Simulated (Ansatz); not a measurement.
`C[CH2][Ga]([OH])[F]` + H₂O → `O[CH2][Ga]([OH])[F]` + CH₄  (formal hydrolysis of a C–C bond)

Gas-phase electronic energies from Ansatz, PBE0-D4/def2-TZVP geometries. CCSD(T)/CBS adds triple-zeta CCSD(T) − MP2 to the extrapolated MP2 energy (def2 sets, frozen cores). This one scheme is used for every species. For Ga outer-core shells are correlated without core-valence functions, which leaves a few kJ/mol of doubt a bond. Scalar relativity is left out up to krypton. Each species was taken in one conformer, which may not be the lowest.

`C[CH2][Ga]([OH])[F]`:

Z-matrix (Å, degrees):
```
C
C 1 1.524
H 1 1.093 2 111.9
H 1 1.093 2 111.2 3 119.7
H 1 1.093 2 111.9 3 -120.5
Ga 2 1.956 1 114.8 3 60.2
H 2 1.094 1 111.3 3 -178.6
H 2 1.094 1 111.3 3 -61.0
F 6 1.754 2 120.7 1 180.0
O 6 1.780 2 129.3 1 -0.0
H 10 0.959 6 114.2 2 0.0
```

H₂O:

Cartesian coordinates in Å:
```
O -0.361 -0.128 0.071
H 0.460 -0.615 0.165
H -0.099 0.743 -0.236
```

`O[CH2][Ga]([OH])[F]`:

```xyz
9

O    -0.400   -0.619    1.862
C     0.125   -0.899    0.583
Ga   -0.066    0.676   -0.597
O     0.715    1.373   -2.026
F    -1.433    1.657   -0.067
H    -1.234   -0.151    1.767
H    -0.362   -1.766    0.115
H     1.178   -1.157    0.708
H     1.477    0.887   -2.346
```

CH₄:

Cartesian coordinates in Å:
```
C 0.000 0.000 0.000
H 0.978 -0.477 0.064
H -0.776 -0.729 0.232
H -0.152 0.384 -1.008
H -0.050 0.823 0.713
```

```
             level  ΔE (kJ/mol)
SCS-MP2/def2-TZVPP         61.5
    CCSD/CBS(def2)         66.5
```

Task: What does CCSD(T)/CBS give? (An estimate is asked.)

Result: Ansatz gave: +66.1 kJ/mol. The listed levels differ from it by -4.6, 0.4 kJ/mol.

Largest T1 diagnostic among the species: 0.014.

The D4 term adds +3.7 kJ/mol with B3LYP and +2.1 kJ/mol with PBE0; it sums over pairs of atoms, weighted by their polarisabilities, and B3LYP, whose exchange is more repulsive, gets the larger term. From PBE to PBE0 (25 % exact exchange), in def2-TZVPP and without D4, ΔE moves by +7.2 kJ/mol.

B3LYP here is the variant with VWN-RPA as its local correlation; programs differ in this.
